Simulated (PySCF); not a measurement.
Ge(F)2(OH)(NH2) (F2GeH3NO), SMILES [NH2][Ge]([OH])([F])[F].

Geometry optimised at PBE-D3(BJ)/def2-SVP. The structure was generated by enumeration, and PubChem lists no compound with its InChIKey, so it may never have been made. One conformer was computed; it need not be the lowest.

Computed with HF/def2-TZVP run with PySCF.

Isolated molecule, no solvent.

Computed frontier levels, gap, dipole moment and polarisability:
The highest occupied level is -12.62 eV, the lowest empty level is 2.64 eV and the orbital gap is 15.26 eV. The dipole moment is 2.13 D and the quadrupole, principal values (traceless, Buckingham form, about the centre of nuclear charge) is -11.47, -2.71, 14.17 D·Å. The mean static polarisability is 32.3 bohr³ (4.79 Å³). The polarisability, principal values is 28.9, 31.9, 36.1 bohr³.
